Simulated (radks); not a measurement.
Q: Radial electron density D(r) = 4 pi r^2 rho(r) of an atom or ion with 20 electrons. All-electron calculation, non-relativistic Kohn-Sham, LDA (Slater exchange, Perdew-Wang correlation), spin-unpolarised, spherical densities, point nucleus. Program: a radial shooting solver on a logarithmic mesh with Libxc functionals.

r (bohr)  D(r) (e/bohr)
0.002097         0.8982
0.002346          1.107
0.002645          1.382
0.002958          1.697
0.003309          2.079
0.003701          2.541
0.00414           3.096
0.00463           3.761
0.005221          4.615
0.005839          5.564
0.006531          6.679
0.007306          7.977
0.008171          9.477
0.00914           11.19
0.01031           13.27
0.01153           15.43
0.01289           17.80
0.01442           20.33
0.01613           22.99
0.01804           25.68
0.02018           28.32
0.02275           30.96
0.02545           33.11
0.02846           34.80
0.03184           35.92
0.03561           36.38
0.03983           36.16
0.04491           35.21
0.05023           33.83
0.05618           32.23
0.06284           30.77
0.07029           29.80
0.07862           29.67
0.08864           30.68
0.09915           32.70
0.1109            35.45
0.124             38.40
0.1387            40.81
0.1552            41.94
0.175             41.08
0.1957            38.14
0.2189            33.47
0.2448            27.89
0.2739            22.49
0.3063            18.36
0.3426            16.17
0.3863            16.02
0.4321            17.25
0.4833            18.71
0.5406            19.34
0.6046            18.48
0.6763            16.07
0.7625            12.35
0.8529            8.628
0.954             5.362
1.067             2.941
1.193             1.409
1.335            0.5827
1.505            0.1897
1.684           0.05562
1.883           0.01351
2.106          0.002680

What is the nuclear charge?

A: Z = 30. The innermost maximum, from 1s, lies near 1/Z = 0.0333 bohr (found: 0.0362), and its height grows with Z. The density is that of the zinc ion Zn10+ in [Ar] 3d2; the configuration itself is not fixed sharply by these data, and Z only to about a unit. D(r) has 3 maxima, at r = 0.0362, 0.158, 0.536 bohr, and minima at 0.0755, 0.365 bohr, inside which lie 2.09, 10.61 electrons.
